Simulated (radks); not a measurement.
Values are calculated unless marked as measured or tabulated.
Charge is removed step by step from the 3s down level of Sm3+, starting from [Ne] 3s(up 1, down 1) 3p6 3d10 4s2 4p6 4d10 4f5 5s2 5p6. Code: a radial shooting solver on a logarithmic mesh with Libxc functionals. Model: scalar-relativistic Kohn-Sham, PBE, spin-polarised, spherical densities, finite nucleus; open shells are filled with parallel spins first (spin-orbit coupling, left out, can overturn this in heavy ions); Fermi nuclear charge, rms radius 5.0819 fm.

| removed (e) | E - E(0) (eV) | eigenvalue (eV) | E minus straight line (eV) |
|---|---|---|---|
| 0 | 0.000 | -1701.6 | 0.000 |
| 0.25 | 426.51 | -1713.6 | -4.571 |
| 0.5 | 856.03 | -1725.8 | -6.121 |
| 0.75 | 1288.6 | -1738.1 | -4.610 |
| 1 | 1724.3 | -1750.5 | 0.000 |

Removing the whole electron costs 1724.3 eV by Delta-SCF, against 1701.6 eV from minus the eigenvalue at the starting occupation. Slater's transition state (half an electron removed) gives 1725.8 eV. Integrating minus the eigenvalue over the occupation (Janak's theorem) gives 1725.9 eV. In this scalar-relativistic scheme the density is built from large components alone, so the theorem holds only approximately. The mean slope of the eigenvalue, de/dn, is 48.9 eV per electron.
